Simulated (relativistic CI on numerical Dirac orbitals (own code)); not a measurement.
What each ingredient does to the levels of La XLIII

Base calculation: Dirac-Coulomb-Breit CI, separate exchange-only KLI orbitals for each configuration, a model potential for QED, unscaled Slater integrals.

Configuration list (outside the closed core [Ne]): 3s²3p³, 3s3p⁴, 3s²3p²3d, 3p⁵, 3s3p³3d, 3p⁴3d, 3s3p²3d², 3s²3p3d4p, 3p⁴4s, 3s3p²3d4s, 3p⁴4p, 3s²3p²4s, 3s²3p3d², 3s²3d³, 3s3p3d³, 3s²3d²4s, 3p³3d², 3p²3d³, 3p²3d²4s, 3s²3p3d4s, 3s3p3d²4s, 3s²3d4s², 3s3p²3d4p, 3s3p3d²4p, 3p²3d²4p, 3s3p3d4s4p. Double excitations out of closed p, d and f shells are left out; levels of such configurations are missing from the list, as are those of other unlisted configurations, and high levels can miss mixing partners.

Variants: (1) one mean potential for all configurations. Shifts of the energy above 3s²3p³ ²P°3/2, in eV, for the lowest level and the first level of each name with at least 55 % of one term (blank where a level changes its place among those of its configuration and J or its character, or is not in the variant):

| Level | Base | Δ(1) |
| --- | --- | --- |
| 3s²3p³ ²P°3/2 | 0.000 | 0.000 |
| 3s²3p³ ²D°5/2 | 102.287 | +0.014 |
| 3s²3p³ ²P°1/2 | 113.198 | +0.010 |
| 3s²3p²3d ⁴D1/2 | 257.835 | -0.016 |
| 3s²3p²3d ²G9/2 | 289.462 | -0.024 |
| 3s3p⁴ ²D5/2 | 330.293 | +0.075 |
| 3s²3p²3d ⁴F9/2 | 387.359 | -0.023 |

At this charge energies of transitions that change n are usually good to better than 1 %, and those within a shell (Δn = 0) to a few per cent.

Ionisation energy from the two ground configurations alone: base 3222.09 eV. The NIST ASD value (theoretical) is 3222 eV.

LS names give the leading component of a level, which can be under half, so a name can repeat, a term be missing and a line seem to break the LS rules.
